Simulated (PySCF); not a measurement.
Computed shifts of a molecule C2H9NSi3, HF/pcSseg-1 (PySCF), GIAO, gas phase, atoms alike by connectivity averaged where their shifts nearly agree, in ppm (number of nuclei): ²⁹Si: -48.8 (1), -56.6 (1), -85.8 (1). ¹³C: 128.5 (1), 119.4 (1). ¹⁵N: 4.5 (1). ¹H: 4.78 (3), 4.77 (2), 4.41 (3), 0.39 (1). References: ²⁹Si against TMS (σ = 393.8 ppm); ¹³C against TMS (σ = 192.6 ppm); ¹⁵N against NH3 (σ = 267.3 ppm); ¹H against TMS (σ = 31.99 ppm), references at their B3LYP-D3(BJ)/def2-TZVP geometries, non-relativistic. The structure is a stationary point at PBE-D3(BJ)/def2-SVP. One conformer was computed; it need not be the lowest.

Question: Which structure fits?
A. [SiH3]C#C[SiH2]N[SiH3]
B. [SiH3]C1=CN([SiH3])[SiH2]1
C. [SiH3]C1=NC[Si@H]1[SiH3]
D. N[SiH2]C#C[SiH2][SiH3]

Answer: A, [SiH3]C#C[SiH2]N[SiH3]
